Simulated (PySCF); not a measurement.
Electron correlation in Nb³⁺ (niobium, charge +3)

Starting occupation: [Kr] 4d2, 4d5/2 with m_j = +3/2, +5/2. Computed with PySCF 2.14 in x2c-TZVPall-2c (8s9p7d1f, 77 functions), with X2C-1e with screened-nucleus spin-orbit coupling, Gaussian nucleus. Frozen: [Ar] 3d10; 10 electrons correlated; the 6 highest virtual spinors left out.

MP2 pair energies summed by pair of shells (mhartree):

```
 pair  energy  share (%)
4p-4p  -99.45       52.1
4d-4p  -53.67       28.1
4p-4s  -23.82       12.5
4d-4s   -5.59        2.9
4s-4s   -5.44        2.8
4d-4d   -2.87        1.5
```

Total MP2 correlation energy: -190.84 mhartree.

The GHF reference relaxed away from the jj start to a determinant that is no pure jj level (⟨S²⟩ = 2.00, ⟨J²⟩ = 20.01); the energies belong to that determinant.

This basis was not built for core-valence correlation, so the inner-shell part is incomplete.
